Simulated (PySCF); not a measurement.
# A small calculation by hand: entropy of an ideal gas

AlH2, SMILES [AlH2-] (connectivity only; charge and spin as stated), charge -1, multiplicity 1.

The structure is a stationary point at B3LYP-D3(BJ)/def2-TZVPD.

B3LYP-D3(BJ)/def2-TZVPD in PySCF gives the harmonic wavenumbers 823, 1441, 1446 cm⁻¹ and the rotational temperatures 9.5645, 7.8857, 4.3222 K. The molar mass is 29.00 g/mol, the symmetry number 2, the spin multiplicity 1.

Q: Work out the entropy at 298.15 K and 1 atm in the rigid-rotor, harmonic-oscillator model.

A: 
Translation (Sackur–Tetrode at 1 atm): S = R[1.5 ln M + 2.5 ln T − 1.16487] = 150.7 J/(mol K).
Rotation: q = (√π/σ) T^1.5/√(θA θB θC) = 253, S = R[ln q + 3/2] = 58.5 J/(mol K).
Vibration: with u = 1.4388 ν/T, each mode gives R[u/(e^u − 1) − ln(1 − e^−u)]:
```csv
ν (cm⁻¹),modes,u,S (J/(mol K))
823,1,3.97,0.79
1441,1,6.95,0.06
1446,1,6.98,0.06
```
These are all the modes. Sum 0.9 J/(mol K).
Spin: R ln 1 = 0.0 J/(mol K).
Total 210.1 J/(mol K); the program's own thermochemistry gives 210.1. Translation makes up 72 % and vibration 0 %. Anharmonicity, hindered rotation and orbital degeneracy are left out.
